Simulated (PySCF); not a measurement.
From one molecule to another.

First species: C₄H₈FOP.
Structure used (GFN2-xTB), in Å, numbered top down from 1:
```
atom  x, y, z in Å
O1    -2.6669    0.8553    0.1702
C2    -1.3071    0.6150   -0.0803
C3    -0.8994   -0.8375    0.1689
C4     0.5791   -1.0624   -0.1375
P5     1.6809   -0.0751    1.0075
C6     2.5530    0.8546   -0.0730
F7     2.4118    0.8405   -1.4108
H8    -2.8599    0.6295    1.0870
H9    -0.6736    1.2759    0.5374
H10   -1.1513    0.8771   -1.1294
H11   -1.5064   -1.4918   -0.4609
H12   -1.1034   -1.0926    1.2139
H13    0.7959   -0.8131   -1.1766
H14    0.8230   -2.1174    0.0231
H15    3.3199    1.5499    0.2386
```

Second species: dimethyl ether, C₂H₆O.
Geometry (GFN2-xTB, Å), atoms numbered from 1 in this order:
```xyz
9
C2H6O angstrom
C      1.1674    0.0556   -0.0372
O     -0.0349    0.2563   -0.7330
C     -1.1683   -0.0275    0.0448
H      1.2714   -0.9880    0.2874
H      1.2299    0.7046    0.8460
H      1.9729    0.3024   -0.7256
H     -1.1751   -1.0752    0.3728
H     -2.0353    0.1604   -0.5850
H     -1.2144    0.6174    0.9319
```

Levels: CAM-B3LYP/def2-SVPD for dipole moment, HOMO energy, LUMO energy, HOMO–LUMO gap, static isotropic polarisability and electronic spatial extent ⟨r²⟩ about the centre of nuclear charge; TDDFT CAM-B3LYP/def2-SVPD for lowest singlet excitation; TDA CAM-B3LYP/def2-SVPD for lowest triplet excitation (Tamm–Dancoff); GFN2-xTB for rotational constant A and rotational constant C. Geometries: GFN2-xTB. Each structure is a single optimised conformer of the isolated species, non-relativistic unless stated; the electronic structure was computed with PySCF and density fitting.

The conformers computed, where there is a choice (atom-mapped SMILES and torsion angles):
- `[OH:1][CH2:2][CH2:3][CH2:4]/[P:5]=[CH:6]\[F:7]`: O1–C2–C3–C4 179°, C2–C3–C4–P5 64°, C3–C4–P5–C6 -122°, H–O1–C2–C3 59°

(1) Which of the two has the higher S1 energy, and by how much?

(2) Which has the higher T1 energy?

(3) Which of the two has the higher static isotropic polarisability, and by how much?

(4) Which has the higher dipole moment?

(5) Which has the higher rotational constant A?

(6) Which of the two has the higher HOMO–LUMO gap, and by how much?

(7) Which has the higher LUMO energy?

(8) Which of the two has the higher ⟨r²⟩, and by how much?

Answers

(1) The second: 7.10 eV against 5.10 eV, a difference of 2.00 eV.

(2) The second: 6.91 eV against 2.78 eV, a difference of 4.13 eV.

(3) The first: 80.5 au against 32.7 au, a difference of 47.8 au.

(4) The first: 1.73 D against 1.37 D, a difference of 0.36 D.

(5) The second: 39.754 GHz against 3.507 GHz, a difference of 36.247 GHz.

(6) The second: 10.33 eV against 8.06 eV, a difference of 2.27 eV.

(7) The second: 1.40 eV against -0.45 eV, a difference of 1.85 eV.

(8) The first: 1195 bohr² against 188 bohr², a difference of 1007 bohr².

On the first: The dipole equals about 5.8 × 10⁻³⁰ C·m (1 D = 3.33564 × 10⁻³⁰ C·m). The principal polarisabilities are 69.3, 74.4 and 97.7 au; their mean is the isotropic value.

On the second: The dipole matches unit charges of opposite sign 0.28 Å apart (1 e·Å = 4.8032 D). The 8 singlets span 7.10 to 9.72 eV, and their oscillator strengths add up to 0.15.
